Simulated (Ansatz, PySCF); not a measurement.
2,2,2-trifluoroacetaldehyde (C2HF3O), SMILES O=CC(F)(F)F.

Geometry optimised at PBE-D3(BJ)/def2-SVP.

Vertical ionisation energy (IE) and electron affinity (EA) in eV. Rows of orbital energies are one-electron estimates. Where ΔSCF, EOM or ADC give a negative EA the extra electron is unbound and the value depends on the basis.

```tsv
level	IE	EA
−ε(HOMO), −ε(LUMO), r2SCAN/def2-TZVP (PySCF)	7.44	3.26
−ε(HOMO), −ε(LUMO), PBE/def2-TZVP (PySCF)	7.07	3.43
ΔSCF, CAM-B3LYP/def2-SVPD (Ansatz), final states of multiplicity 2 and 2	11.75	0.07
ΔSCF, PBE/def2-SVPD (Ansatz), final states of multiplicity 2 and 2	11.20	-0.07
```

Task: What vertical singlet–triplet gap does ΔSCF give with CAM-B3LYP/def2-SVPD (Ansatz, a program for electronic structure) and with PBE/def2-SVPD (Ansatz)? (An estimate is asked for; the answer gives what the named calculation found.)

Result: 3.41 and 3.34 eV (triplet above singlet where positive).
